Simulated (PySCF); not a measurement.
Computed shifts of a molecule C₂H₆Se₂, B3LYP/pcSseg-1 (PySCF), GIAO, gas phase, equivalent atoms averaged, in ppm (number of nuclei): ¹³C: 42.3 (1), 19.7 (1). ¹H: 3.29 (1), 2.84 (1), 2.53 (1), 1.81 (3). References: ⁷⁷Se against Me2Se (σ = 1647.9 ppm); ¹³C against TMS (σ = 181.3 ppm); ¹H against TMS (σ = 31.68 ppm), references at their B3LYP-D3(BJ)/def2-TZVP geometries, non-relativistic. Geometry optimised at B3LYP-D3(BJ)/def2-SVP. Other conformers were not sampled.

Q: Which molecule gave these data?
A. C[Se]C[SeH]
B. CC([SeH])[SeH]
C. [SeH]CC[SeH]
D. CC[Se][SeH]

A: D, CC[Se][SeH]
